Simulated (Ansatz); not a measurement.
Problem. Name a neutral molecule of B, C, Cl, S and H with size of the dipole moment (ωB97M-V/def2-TZVPP) between 1.45 and 1.75 D and size of the dipole moment (B3LYP/def2-TZVPP) between 1.50 and 1.80 D (Ansatz, PBE0-D4/def2-TZVP geometry).

Solution. `SB1CC1Cl` (1.59 D, 1.57 D); `CB(S)CCl` (1.71 D, 1.71 D). Other molecules can fit too; these were computed, each in one conformer that needn't be the lowest.

B3LYP here is the variant with VWN-RPA as its local correlation; programs differ in this.
